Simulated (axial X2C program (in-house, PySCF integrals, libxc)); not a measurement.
# Ω levels of TcF⁻ from open-shell CI on d6 s1 p(π)0

Calculated with an axial X2C code built on PySCF integrals: two-component X2C with atomic mean-field Coulomb and Gaunt terms, basis Tc dyall-v3z, F dyall-av3z (cores contracted in-house). Orbitals come from Hartree–Fock averaged over the configuration Tc d6 s1 p(π)0; CI then distributes these electrons over the d, s, p(π) shells of Tc.

R = 2.097 Å (near the minimum of the configuration average).

Active spinors (ω > 0):

```tsv
shell	ω	ε (eV)	character
d	3/2	0.95	100% Tc d
d	5/2	1.15	100% Tc d
d	1/2	1.37	95% Tc d
d	3/2	1.52	96% Tc d
d	1/2	1.75	82% Tc d, 11% Tc s, 4% F p
s	1/2	2.37	59% Tc s, 35% Tc p
p(π)	3/2	4.42	97% Tc p
p(π)	1/2	4.42	97% Tc p
```

Lowest levels of this model:

```csv
Ω,energy (cm⁻¹),g∥,configuration
9/2,0,14.00,100% d6 s1
7/2,238,10.02,100% d6 s1
5/2,479,6.03,100% d6 s1
3/2,725,2.04,100% d6 s1
1/2,975,1.96,100% d6 s1
1/2,1228,5.97,100% d6 s1
1/2,1801,1.99,88% d6 s1 + 11% d5 s2
3/2,1821,5.95,88% d6 s1 + 11% d5 s2
5/2,1866,9.94,88% d6 s1 + 12% d5 s2
7/2,3621,11.98,99% d6 s1
5/2,3795,8.01,99% d6 s1
3/2,3941,4.03,99% d6 s1
1/2,4065,0.15,99% d6 s1
3/2,4279,7.97,99% d6 s1
7/2,6038,9.99,92% d6 s1
5/2,6185,6.57,91% d6 s1
9/2,13841,11.99,81% d6 s1 + 11% d6 p(π)1
7/2,14275,9.36,92% d6 s1
11/2,15221,15.99,99% d6 p(π)1
9/2,15306,12.42,98% d6 p(π)1
9/2,15912,13.01,79% d6 p(π)1 + 16% d6 s1
11/2,17082,13.97,99% d6 s1
11/2,18183,13.70,91% d6 s1 + 7% d5 s2
13/2,19359,15.99,100% d6 s1
11/2,19683,12.04,97% d6 s1
```

g∥ is the magnitude of 2⟨Lz + ge Sz⟩ for the +Ω component.

Question: From Ω and g∥ of the lowest level, whose 2⟨Lz + ge Sz⟩ is positive, find ⟨Sz⟩ and ⟨Lz⟩ (ge = 2.0023).

Answer: Ω = ⟨Lz⟩ + ⟨Sz⟩ = 9/2 and ⟨Lz⟩ + ge⟨Sz⟩ = 7.000, so ⟨Sz⟩ = 2.49 and ⟨Lz⟩ = 2.01.

Occupations of the active spinors in the lowest level by ω, shell by shell in order of energy: -5/2: 0.00; -3/2: 0.98 0.02 0.00; -1/2: 0.93 0.07 0.00 0.00; 1/2: 0.12 0.88 1.00 0.00; 3/2: 1.00 1.00 0.00; 5/2: 1.00. The leading determinant has weight 0.80 among 463.

This point took 3.9 s on 1 thread of Intel(R) Xeon(R) Platinum 8488C (Sapphire Rapids), on a shared host.

Dynamic correlation is missing, so gaps between terms are too wide and other configurations may lie lower; the lowest level listed is that of this model, not necessarily the ground state. For d shells the ligand-field splittings (σ, π, δ) and their order can be off by a thousand cm⁻¹ or more. At most 4 roots were kept for each Ω > 0 (twice that for Ω = 0) within 3.2 eV of the lowest, so higher up levels can be missing between those listed; levels with Ω > 0 are doubly degenerate and listed once, Ω = 0 levels singly. Some active spinors are only partly of the character that their shell is named for, so the shell names and counts are nominal. States that fill the shells left empty in the average are placed too high. For an anion, levels above electron detachment are held by the basis set.
